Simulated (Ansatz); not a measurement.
System: sum formula NiClF, charge 0, multiplicity 3. The spin state was set by rule; other spins were not relaxed. SMILES: [F][Ni][Cl]
Geometry: optimised at B3LYP-D3(BJ)/def2-TZVP (Ansatz, a program for electronic structure).

Property: vertical electron affinity (to the doublet state of charge -1; a negative value means that the extra electron is unbound and the number depends on the basis; each state is the SCF solution reached for its spin; the UHF <S^2> is 1.44 for the doublet (pure: 0.75); for the doublet the Hartree-Fock reference is unstable and T1 is 0.092; for the triplet the Hartree-Fock reference is unstable and T1 is 0.033), in eV. Cores are frozen in the correlated levels unless marked. UHF or UKS for open shells. No spin-orbit coupling. The frozen core is the preceding noble-gas configuration, with the filled d and f shells of earlier blocks. Non-relativistic. Anions need diffuse functions: def2-D sets add few. 

```
level                 program  vertical electron affinity (eV)
--------------------  -------  -------------------------------
SVWN5/def2-TZVPD       Ansatz                             2.91
PBE/def2-TZVPD         Ansatz                             2.59
r2SCAN/def2-TZVPD      Ansatz                             2.41
B3LYP/def2-TZVPD       Ansatz                             2.69
PBE0/def2-TZVPD        Ansatz                             2.52
BHLYP/def2-TZVPD       Ansatz                             2.05
CAM-B3LYP/def2-TZVPD   Ansatz                             2.78
wB97M-V/def2-TZVPD     Ansatz                             2.59
wB97X-V/def2-TZVPD     Ansatz                             2.69
wB97X/def2-TZVPD       Ansatz                             2.78
CCSD/def2-SVPD         Ansatz                             1.84
CCSD/def2-TZVPPD       Ansatz                             2.18
CCSD(T)/def2-SVPD      Ansatz                             1.92
CCSD(T)/def2-TZVPPD    Ansatz                             2.22
```
